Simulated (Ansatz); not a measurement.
Ansatz (an electronic-structure program) job for C2H8BN3, SMILES C1CNB(N1)N, PBE-D3(BJ)/def2-SVP. 

Ansatz 0.2 input:
```yaml
crystal:
  periodic: [false, false, false]
  atoms:
    - {symbol: N, position_ang: [-0.00000000, 0.00000000, 2.22133386]}
    - {symbol: B, position_ang: [0.00000000, 0.00000000, 0.80232092]}
    - {symbol: N, position_ang: [0.15198227, -1.15028944, -0.05125864]}
    - {symbol: C, position_ang: [-0.13986683, -0.75803748, -1.42459870]}
    - {symbol: C, position_ang: [0.13986682, 0.75803748, -1.42459870]}
    - {symbol: N, position_ang: [-0.15198227, 1.15028944, -0.05125864]}
    - {symbol: H, position_ang: [-0.11421206, 0.83827189, 2.77337416]}
    - {symbol: H, position_ang: [0.11421206, -0.83827188, 2.77337416]}
    - {symbol: H, position_ang: [-0.08300905, -2.09714731, 0.21788153]}
    - {symbol: H, position_ang: [-1.19986305, -0.94358189, -1.69764508]}
    - {symbol: H, position_ang: [0.48512109, -1.28399086, -2.16767873]}
    - {symbol: H, position_ang: [-0.48512109, 1.28399087, -2.16767873]}
    - {symbol: H, position_ang: [1.19986305, 0.94358189, -1.69764508]}
    - {symbol: H, position_ang: [0.08300906, 2.09714730, 0.21788153]}
basis:
  gaussian:
    orbitals: def2-SVP
hamiltonian:
  xc: pbe
  dispersion: d3bj
relax: {f_tol: 0.002, max_steps: 200}
```

Output:

```
WARN ansatz: RAYON_NUM_THREADS=1 ignored (pool sized by the plan → 1); use --threads N
Functional definition: PBE
integrals: 0.07 GiB planned
1450 factors; their error is unknown
mean field: 0.40 GiB planned
mean field evaluation 1: about -7321.4977 eV, gradient 8.9e1 eV
mean field evaluation 2: about -7289.3511 eV, gradient 1.5e2 eV
mean field evaluation 4: about -7338.6492 eV, gradient 9.6e0 eV
mean field evaluation 8: about -7338.8432 eV, gradient 1.6e-1 eV
mean field evaluation 16: about -7338.7649 eV, gradient 6.8e-5 eV
mean field -7338.76493041 eV, -269.6946367990 hartree, gradient 6.7e-6 eV, S^2 0.000000; 0 other end points of the search recorded, 0 dependent functions left out
the calculation of the forces begins
reference -7338.76496775 eV, -269.6946381711 hartree; 23, 23 occupied and 101, 101 virtual orbitals, 1450 factors
relax step   1: F+E_penalty+E_count = -7339.05954478 eV  Δ(F+E_penalty+E_count) = +0.000e0 eV  max|allowed force component| = 2.951e-1 eV/Å  Δτ_max = 0.0000 Å  (30 SCF iters, accepted)
these checks for a lower state are left out or cut short: starts, cluster_reference, orbital_swaps, neighbouring_geometries, increment
integrals: 0.07 GiB planned
1450 factors; their error is unknown
mean field: 0.40 GiB planned
mean field -7338.77633045 eV, -269.6950557426 hartree, gradient 8.1e-6 eV, S^2 0.000000; 0 other end points of the search recorded, 0 dependent functions left out
the calculation of the forces begins
reference -7338.77636791 eV, -269.6950571193 hartree; 23, 23 occupied and 101, 101 virtual orbitals, 1450 factors
relax step   2: F+E_penalty+E_count = -7339.07025977 eV  Δ(F+E_penalty+E_count) = -1.071e-2 eV  max|allowed force component| = 8.245e-2 eV/Å  Δτ_max = 0.0095 Å  (33 SCF iters, accepted)
these checks for a lower state are left out or cut short: starts, cluster_reference, orbital_swaps, neighbouring_geometries, increment
integrals: 0.07 GiB planned
1450 factors; their error is unknown
mean field: 0.40 GiB planned
mean field evaluation 32: about -7338.7780 eV, gradient 2.8e-3 eV
mean field -7338.77795075 eV, -269.6951152878 hartree, gradient 8.2e-6 eV, S^2 0.000000; 0 other end points of the search recorded, 0 dependent functions left out
the calculation of the forces begins
reference -7338.77798827 eV, -269.6951166666 hartree; 23, 23 occupied and 101, 101 virtual orbitals, 1450 factors
relax step   3: F+E_penalty+E_count = -7339.07160483 eV  Δ(F+E_penalty+E_count) = -1.345e-3 eV  max|allowed force component| = 2.189e-2 eV/Å  Δτ_max = 0.0067 Å  (33 SCF iters, accepted)
these checks for a lower state are left out or cut short: starts, cluster_reference, orbital_swaps, neighbouring_geometries, increment
integrals: 0.07 GiB planned
1450 factors; their error is unknown
mean field: 0.40 GiB planned
mean field -7338.77795299 eV, -269.6951153700 hartree, gradient 8.1e-6 eV, S^2 0.000000; 0 other end points of the search recorded, 0 dependent functions left out
the calculation of the forces begins
reference -7338.77799052 eV, -269.6951167493 hartree; 23, 23 occupied and 101, 101 virtual orbitals, 1450 factors
relax step   4: F+E_penalty+E_count = -7339.07179960 eV  Δ(F+E_penalty+E_count) = -1.948e-4 eV  max|allowed force component| = 3.163e-2 eV/Å  Δτ_max = 0.0090 Å  (32 SCF iters, accepted)
these checks for a lower state are left out or cut short: starts, cluster_reference, orbital_swaps, neighbouring_geometries, increment
integrals: 0.07 GiB planned
1450 factors; their error is unknown
mean field: 0.40 GiB planned
mean field -7338.77797153 eV, -269.6951160515 hartree, gradient 8.2e-6 eV, S^2 0.000000; 0 other end points of the search recorded, 0 dependent functions left out
the calculation of the forces begins
reference -7338.77800907 eV, -269.6951174311 hartree; 23, 23 occupied and 101, 101 virtual orbitals, 1450 factors
relax step   5: F+E_penalty+E_count = -7339.07184674 eV  Δ(F+E_penalty+E_count) = -4.714e-5 eV  max|allowed force component| = 3.418e-2 eV/Å  Δτ_max = 0.0026 Å  (33 SCF iters, accepted)
these checks for a lower state are left out or cut short: starts, cluster_reference, orbital_swaps, neighbouring_geometries, increment
integrals: 0.07 GiB planned
1450 factors; their error is unknown
mean field: 0.40 GiB planned
mean field -7338.77804184 eV, -269.6951186353 hartree, gradient 8.2e-6 eV, S^2 0.000000; 0 other end points of the search recorded, 0 dependent functions left out
the calculation of the forces begins
reference -7338.77807938 eV, -269.6951200147 hartree; 23, 23 occupied and 101, 101 virtual orbitals, 1450 factors
relax step   6: F+E_penalty+E_count = -7339.07187663 eV  Δ(F+E_penalty+E_count) = -2.989e-5 eV  max|allowed force component| = 1.545e-3 eV/Å  Δτ_max = 0.0011 Å  (33 SCF iters, accepted)
integrals: 0.07 GiB planned
1450 factors; their error is unknown
mean field: 0.40 GiB planned
mean field evaluation 64: about -7338.5632 eV, gradient 1.1e1 eV
mean field -7338.77804184 eV, -269.6951186353 hartree, gradient 2.6e-5 eV, S^2 0.000000; 1 other end points of the search recorded, 0 dependent functions left out
the calculation of the forces begins
reference -7338.77807938 eV, -269.6951200147 hartree; 23, 23 occupied and 101, 101 virtual orbitals, 1450 factors
Total energy: -7339.07191416 eV, -269.7059182438 hartree
Atom 0 at    -0.000000    -0.000000     2.227898 Å, force     0.000000    -0.000000    -0.000641 eV/Å
Atom 1 at     0.000000     0.000000     0.803308 Å, force     0.000000    -0.000000    -0.000904 eV/Å
Atom 2 at     0.169858    -1.153507    -0.055068 Å, force     0.000066     0.001363    -0.000060 eV/Å
Atom 3 at    -0.141875    -0.758227    -1.424968 Å, force    -0.000109     0.000022     0.001545 eV/Å
Atom 4 at     0.141875     0.758227    -1.424968 Å, force     0.000109    -0.000022     0.001545 eV/Å
Atom 5 at    -0.169858     1.153507    -0.055068 Å, force    -0.000066    -0.001363    -0.000060 eV/Å
Atom 6 at    -0.119377     0.842754     2.783843 Å, force    -0.000066     0.000184    -0.000265 eV/Å
Atom 7 at     0.119377    -0.842754     2.783843 Å, force     0.000066    -0.000184    -0.000265 eV/Å
Atom 8 at    -0.077597    -2.104578     0.216222 Å, force    -0.000310    -0.000285    -0.000558 eV/Å
Atom 9 at    -1.214761    -0.939196    -1.688012 Å, force    -0.000604    -0.000373     0.000168 eV/Å
Atom 10 at     0.474379    -1.286829    -2.185718 Å, force     0.000664    -0.000774    -0.000056 eV/Å
Atom 11 at    -0.474379     1.286829    -2.185718 Å, force    -0.000664     0.000774    -0.000056 eV/Å
Atom 12 at     1.214761     0.939196    -1.688012 Å, force     0.000604     0.000373     0.000168 eV/Å
Atom 13 at     0.077597     2.104578     0.216222 Å, force     0.000310     0.000285    -0.000558 eV/Å
Dipole moment:     0.000000    -0.000000     0.200540 e Å
```

Self-consistency was reached.

Cost: roughly 27 core-seconds.
